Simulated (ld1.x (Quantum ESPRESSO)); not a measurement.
**Transferability test, PAW potential for boron (B)**

B (Z = 5), PAW, made with ld1.x (Quantum ESPRESSO) 7.5 (revPBE, scalar-relativistic). Core [He], reference 2s2 2p1. Waves: 2s (bound): rcut 0.90, rcutus 1.15 bohr; 2s channel at 2.55 Ry: rcut 0.90, rcutus 1.15 bohr; 2p (bound): rcut 1.45, rcutus 2.00 bohr; 2p channel at 0.35 Ry: rcut 1.45, rcutus 2.00 bohr; 3d channel at 0.25 Ry: rcut 1.60, rcutus 2.15 bohr; 3d channel at 0.6 Ry: rcut 1.60, rcutus 2.15 bohr. Local part: all-electron potential smoothed inside 1.65 bohr (lloc = -1). Core correction: Bessel-smoothed model core inside 0.60 bohr. Augmentation charge: PSQ, inside the norm-conserving radii.

Energies are relative to the spin-unpolarised reference configuration 2s2 2p1; without spin polarisation the order of configurations can differ from experiment. Not all tests gave a result: test run stopped at test 6 of 7 (negative rho).

Its overlap operator is not positive definite in a basis up to 400 Ry (lowest eigenvalue d -1.93), so the file is unfit for use: the generalised eigenproblem breaks down once the basis is large enough, and its test numbers describe a broken file.

```tsv
valence configuration	charge	ΔE all-electron (eV)	error AE − PS (meV)
2s2 2p0	+1	8.170	-0.3
2s1 2p0	+2	33.604	-4.3
2s2 2p0.5	+0.5	2.866	-0.1
2s1 2p2	0	5.911	-0.4
2s1 2p1	+1	14.388	-1.7
```

Levels in the configuration 2s1 2p0:

```tsv
level	all-electron (eV)	pseudo (eV)
2s	-31.474	-31.483
```

The ghost test of this file was not conclusive.
